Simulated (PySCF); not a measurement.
Run record: geometry optimisation, `[SiH3]C[Si@@H]([SiH3])P`.

Computed with PBE0-D3(BJ)/def2-SVP geometry optimisation, gas phase (PySCF 2.14.0). Start geometry: GFN2-xTB. A driver script takes a list of jobs; this job's settings line and coordinates (Å) are shown.

Input:
```
{"job": {"xc": "PBE0", "basis": "def2-SVP", "d3": "d3bj", "grid": 1, "kind": "geom"}, "charge": 0, "multiplicity": 1}
Si    -2.069845    -0.633645    -0.157694
C     -0.787550    -0.201037     1.179649
Si     0.880550     0.540778     0.586297
Si     2.142889    -0.972631    -0.645774
P      0.581402     2.476289    -0.531442
H     -2.422709     0.569487    -0.915897
H     -1.510618    -1.642751    -1.059881
H     -3.278529    -1.156420     0.484805
H     -1.247243     0.501175     1.877613
H     -0.569830    -1.099799     1.757826
H      1.581803     0.998059     1.807570
H      1.429207    -1.512930    -1.807004
H      3.386151    -0.388514    -1.151096
H      2.521590    -2.118047     0.185365
H     -0.652133     2.757620     0.021812
H      0.007264     1.891311    -1.643558
```

Output:
```
step   0  E = -1253.60208249  max force = 0.027389
step   1  E = -1253.60850930  max force = 0.006038
step   2  E = -1253.60891747  max force = 0.001182
step   3  E = -1253.60902277  max force = 0.000825
step   4  E = -1253.60911956  max force = 0.001258
step   5  E = -1253.60923383  max force = 0.001050
step   6  E = -1253.60933437  max force = 0.001324
step   7  E = -1253.60942469  max force = 0.001063
step   8  E = -1253.60952055  max force = 0.001247
step   9  E = -1253.60959298  max force = 0.001124
step  10  E = -1253.60962366  max force = 0.000713
step  11  E = -1253.60963970  max force = 0.000364
step  12  E = -1253.60964659  max force = 0.000396
optimisation converged
```

Energies in Eh; «max force» is the largest Cartesian gradient component in Eh/bohr.

Task: Give the first gradient maximum in eV/Å.

Result: With 1 Eh/bohr = 51.422 eV/Å, 1.408 eV/Å.

Task: How much energy does the optimisation release, in kcal/mol?

Result: E(step 0) − E(last step) = 0.007564 Eh, which is 4.7 kcal/mol.

Main results: final energy -1253.60965 Eh after 12 steps; dipole 1.61 D.

Task: Give the final coordinates.

Result: 0.317 Å rms from the input after alignment:
```
atom  x, y, z in Å
Si1   -2.0597   -1.0538   -0.0080
C2    -1.0188   -0.3841    1.4097
Si3    0.5968    0.4658    0.9204
Si4    1.9408   -0.9473   -0.3875
P5     0.3287    2.3786   -0.2718
H6    -2.5452    0.0580   -0.8810
H7    -1.2405   -1.9838   -0.8462
H8    -3.2457   -1.8008    0.5116
H9    -1.6274    0.3247    1.9978
H10   -0.7677   -1.2247    2.0809
H11    1.3510    0.8511    2.1562
H12    1.4119   -1.0212   -1.7850
H13    3.3418   -0.4279   -0.4359
H14    1.9566   -2.3307    0.1851
H15   -0.7211    2.8806    0.5592
H16   -0.5710    1.7809   -1.2071
```

Time: 76 s; peak memory 0.64 GiB. Hardware: an Arm Neoverse V2 with one thread, no GPU, shared host with 192 logical CPUs at a one-minute load of 96.
Labels such as C1 count atoms from 1, the log's own numbers from 0.
